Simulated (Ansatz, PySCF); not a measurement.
Spin states of O2Pt (SMILES [O]=[Pt]=[O]), each relaxed with B3LYP-D3(BJ)/def2-TZVP.
State 1 (charge 0, multiplicity 1):
```xyz
3

Pt    -0.00975     0.01482    -0.02204
O      1.29033     0.22146    -1.09507
O     -1.31374    -0.18891     1.04679
```
State 2 (charge 0, multiplicity 3):
| atom | x (Å) | y (Å) | z (Å) |
|---|---|---|---|
| Pt | 0.2285 | -0.1624 | 0.2337 |
| O | 1.1276 | 0.3031 | -1.1869 |
| O | -1.3892 | -0.0933 | 0.8829 |

Singlets are restricted, other states unrestricted; no spin–orbit coupling, no relativity up to Kr; see below for the cores. The largest T1 diagnostic is 0.066.

Correlated levels freeze the inner cores; with def2 sets outer-core shells near the valence are correlated too.

Codes used: Ansatz (an electronic-structure program) with Gaussian orbitals; PySCF for the dispersion terms.  In def2 rows elements past Kr take small-core potentials, without spin–orbit coupling.

```
level                     energy of the multiplicity-3 state less that of the multiplicity-1 state (eV)
------------------------  -----------------------------------------------------------------------------
r2SCAN-D4/def2-TZVPP                                                                              1.183
B3LYP/def2-TZVPP                                                                                  1.148
B3LYP-D4/def2-TZVPP                                                                               1.147
PBE0/def2-TZVPP                                                                                   1.098
PBE0-D3(BJ)/def2-TZVPP                                                                            1.098
BHLYP-D4/def2-TZVPP                                                                               0.675
CAM-B3LYP/def2-TZVPP                                                                              1.129
B2PLYP-D3(BJ)/def2-TZVPP                                                                              ?
CCSD(T)/def2-SVP                                                                                      ?
```

Some entries are withheld; supply them.


- B2PLYP-D3(BJ)/def2-TZVPP, energy of the multiplicity-3 state less that of the multiplicity-1 state (eV): 2.633
- CCSD(T)/def2-SVP, energy of the multiplicity-3 state less that of the multiplicity-1 state (eV): 1.980

Doubts at one or more of the structures used: a restricted determinant that unrestricted orbitals would lower (B2PLYP-D3(BJ)/def2-TZVPP, CCSD(T)/def2-SVP); T1 above 0.05 (CCSD(T)/def2-SVP).
